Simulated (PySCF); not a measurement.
BBrH₄N₂, SMILES NB(N)Br.

Geometry optimised at PBE0-D3(BJ)/def2-SVP. This is a generated structure with no PubChem entry under its InChIKey; it may be hypothetical. Other conformers were not sampled.

Two levels are set side by side: TDA-PBE/def2-SVPD (PySCF) and TDA-ωB97X/def2-SVPD (PySCF). Vertical, same geometry. The lowest singlet is HOMO→LUMO 100 % with PBE and HOMO→LUMO 84 % with the other functional; states are paired by order. Differences are taken from unrounded values.

```
quantity                               TDA-ωB97X
-------------------------------------  ---------
lowest singlet excitation (eV)              6.89
lowest triplet excitation (TDA) (eV)        6.72
first bright state (f over 0.05) (eV)       7.82
its oscillator strength                     0.06
```

**Question.** What does TDA-PBE give, and how far is it from TDA-ωB97X? (An estimate is asked for; the answer gives what the named calculation found.)

**Answer.** 
```csv
quantity,TDA-PBE,TDA-PBE minus TDA-ωB97X
lowest singlet excitation (eV),5.56,-1.32
lowest triplet excitation (TDA) (eV),5.39,-1.33
first bright state (f over 0.05) (eV),7.24,-0.58
its oscillator strength,0.05,-0.01
```

A lower first singlet is the usual sign of a functional without exact exchange. Differences between two approximate levels are no errors against the true value.

Rough cost on one machine, each run with all the roots and properties that it gave: TDA-ωB97X against TDA-PBE about 4 times.
